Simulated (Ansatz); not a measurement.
Species: C$_{3}$H$_{2}$F$_{2}$, charge 0, singlet. C3H2F2 (SMILES C(=CF)=CF).
B3LYP-D3(BJ)/def2-TZVP minimum from Ansatz (a quantum-chemistry and plane-wave program):
```xyz
7

F      2.0983     0.6173    -0.5035
C      1.3080    -0.2150     0.2049
C      0.0279    -0.2993     0.0107
C     -1.2446    -0.4664    -0.1806
F     -2.1794     0.2539     0.4724
H      1.8690    -0.7808     0.9383
H     -1.6868    -1.1763    -0.8685
```
Charge 0, spin multiplicity 1.

Total energies in cc-pVDZ, 28 correlated electrons, 5 frozen orbitals. Open shells are spin-unrestricted; no spin-orbit coupling. Cores are frozen in correlated methods. No relativity. The restricted determinant of C3H2F2 (FC=C=CF, singlet) is unstable towards broken spin symmetry in at least one set run.

```
method    program  energy (Eh)  minus CCSDT(Q) (mEh)
--------  -------  -----------  --------------------
HF         Ansatz   -313.56390                804.43
MP2        Ansatz   -314.31320                 55.12
CCSD       Ansatz   -314.34142                 26.90
CCSD(T)    Ansatz   -314.36509                  3.23
CCSDT(Q)   Ansatz   -314.36833                  0.00
```

Rough core times of Ansatz's runs on a shared machine: CCSD(T) under 20 s, CCSDT(Q) 9 min.
